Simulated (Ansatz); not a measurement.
Cr2S3, relaxed as a singlet with RKS PBE0-D4/def2-SVP in Ansatz, starting from the GFN2-xTB geometry. Force threshold 0.02 eV/Å.

The restricted singlet is unstable towards broken spin symmetry in Hartree–Fock (as tested in another run); at PBE0-D4/def2-SVP this wasn't settled. The structure comes from a short search, and lower isomers may exist.

Start:

```csv
atom,x (Å),y (Å),z (Å)
Cr1,1.090,-0.037,-0.305
Cr2,-1.092,0.220,0.189
S3,-2.392,-0.309,1.689
S4,2.454,-1.568,-0.425
S5,-0.061,1.693,-1.149
```

Estimate the energy that the relaxation releases and the steps that it takes.

81.5 kcal/mol, in 13 steps; 50 s on 4 threads of AMD EPYC 7R43 on a shared host. No frequencies were taken in this run, so the end may be a saddle point.

Does the start keep its bonding and symmetry?

Bonds formed: Cr1–S3, Cr2–S4 (atoms count from 1). Point group C2 at the start, D3h at the end, both within 0.05 Å.

Predict the relaxed structure.


Cartesian coordinates in Å:
```
Cr 0.5631 0.3727 0.5245
Cr -0.5631 -0.3726 -0.5246
S -1.3098 -0.2228 1.5626
S 1.3628 -1.4760 -0.4142
S -0.0530 1.6988 -1.1483
```
Bond lengths (bridged metal pairs left out): 6 × Cr–S 2.22 Å.
